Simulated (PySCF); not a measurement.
# Hf²⁺: excitation energy

Hf²⁺ [Xe] 4f14 5d2 (3F) → Hf²⁺ [Xe] 4f14 5d1 6s1 (3D), as a difference of total energies. All numbers are calculated (PySCF 2.14, a scalar-relativistic core potential, in aug-cc-pwCVTZ-PP with ECP60MDF). Correlated levels: valence: 5s2 5p6 frozen; valence and next inner shell: nothing frozen outside the core potential. The calculations carry no spin-orbit coupling.

```csv
method,excitation energy (eV)
UHF,0.317
PBE,0.151
PBE0,0.293
r2SCAN,0.355
HSE06,0.255
wB97X-V,0.292
M06-L,0.890
MP2 (valence),0.291
SCS-MP2 (valence),0.309
MP2 (valence and next inner shell),0.046
SCS-MP2 (valence and next inner shell),0.140
```

Question: How much does correlation contribute at MP2 (valence and next inner shell)?

Answer: 0.046 − (0.317) = -0.271 eV, measured against UHF.
